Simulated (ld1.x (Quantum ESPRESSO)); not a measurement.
## Scattering properties, TM semilocal potential for dysprosium

* Element: Dy (Z = 66)
* Generator: ld1.x (Quantum ESPRESSO) 7.5
* Type: norm-conserving Troullier–Martins (semilocal form)
* Functional: PBE
* Relativity: scalar-relativistic
* Frozen core: [Kr] 4d10
* Valence charge: 20
* Reference configuration: 4f10 5s2 5p6 5d0 6s2 6p0
* Partial waves: 5s (bound): rc 1.80 bohr; 5p (bound): rc 2.00 bohr; 5d (bound, empty): rc 2.65 bohr; 4f (bound): rc 0.85 bohr
* Local potential: the f channel
* Core correction: a·sin(br)/r model core inside 0.85 bohr

Occupied shells without a wave of their own: 6s. They enter only through the test configuration that unscreens the potential, and ld1.x also counts them in the model core charge.

The phase is arctan(r·u′/u) with u = r·R(r), unwrapped; energies in Ry, scanned from -6 to 5 Ry. A pole is an energy at which the radial function vanishes at the test radius. The pseudo phase is shifted by a multiple of π to meet the all-electron one at the reference energy, and phase errors are pseudo minus all-electron; the curves can meet again beyond the range given. Levels narrower than the energy grid can be missing from the lists of poles.

Problem. For each channel, where are the poles, and over which energies does the pseudopotential scatter like the atom?

Solution.

```csv
channel,radius (bohr),reference energy (Ry),"poles, all-electron","poles, pseudo",unbroken range about the reference energy with phases within 0.05 rad,phase error 1 Ry above the reference energy (rad)
s,2.91,-3.60,"-3.55, 2.52","-3.55, 1.89",below -0.7,-0.001
p,2.91,-1.86,"-1.71, 3.90","-1.71, 3.50",below 0.5,-0.003
d,2.91,-0.09,0.76,0.76,below 2.9,-0.000
f,2.91,-0.23,"-0.20, 3.63","-0.20, 3.65",the whole range,+0.001
```

A Bessel basis up to 400 Ry misses an occupied level by 0.06 Ry, so cutoffs and ghosts were not judged. The potential misses its own reference levels by up to 0.3 eV. ld1.x takes every shell without a wave as core, so the model core holds the 6s electrons as well and exchange and correlation see them twice. This cancels in the reference configuration, but the file is broken for other ones, and its errors say nothing about a proper core correction.

Phases in the f channel:

```json
{"E (Ry)": "-6.00", "all-electron": "1.438", "pseudo": "1.438"}
{"E (Ry)": "-5.48", "all-electron": "1.433", "pseudo": "1.433"}
{"E (Ry)": "-4.96", "all-electron": "1.427", "pseudo": "1.427"}
{"E (Ry)": "-4.44", "all-electron": "1.419", "pseudo": "1.419"}
{"E (Ry)": "-3.92", "all-electron": "1.411", "pseudo": "1.411"}
{"E (Ry)": "-3.40", "all-electron": "1.402", "pseudo": "1.402"}
{"E (Ry)": "-2.88", "all-electron": "1.390", "pseudo": "1.390"}
{"E (Ry)": "-2.36", "all-electron": "1.376", "pseudo": "1.376"}
{"E (Ry)": "-1.84", "all-electron": "1.357", "pseudo": "1.357"}
{"E (Ry)": "-1.32", "all-electron": "1.331", "pseudo": "1.331"}
{"E (Ry)": "-0.80", "all-electron": "1.289", "pseudo": "1.289"}
{"E (Ry)": "-0.28", "all-electron": "0.854", "pseudo": "0.856"}
{"E (Ry)": "0.24", "all-electron": "-1.908", "pseudo": "-1.907"}
{"E (Ry)": "0.76", "all-electron": "-2.063", "pseudo": "-2.062"}
{"E (Ry)": "1.28", "all-electron": "-2.457", "pseudo": "-2.454"}
{"E (Ry)": "1.80", "all-electron": "-3.646", "pseudo": "-3.638"}
{"E (Ry)": "2.32", "all-electron": "-4.352", "pseudo": "-4.348"}
{"E (Ry)": "2.84", "all-electron": "-4.569", "pseudo": "-4.566"}
{"E (Ry)": "3.36", "all-electron": "-4.674", "pseudo": "-4.671"}
{"E (Ry)": "3.88", "all-electron": "-4.745", "pseudo": "-4.742"}
{"E (Ry)": "4.40", "all-electron": "-4.809", "pseudo": "-4.805"}
{"E (Ry)": "4.92", "all-electron": "-4.888", "pseudo": "-4.881"}
```
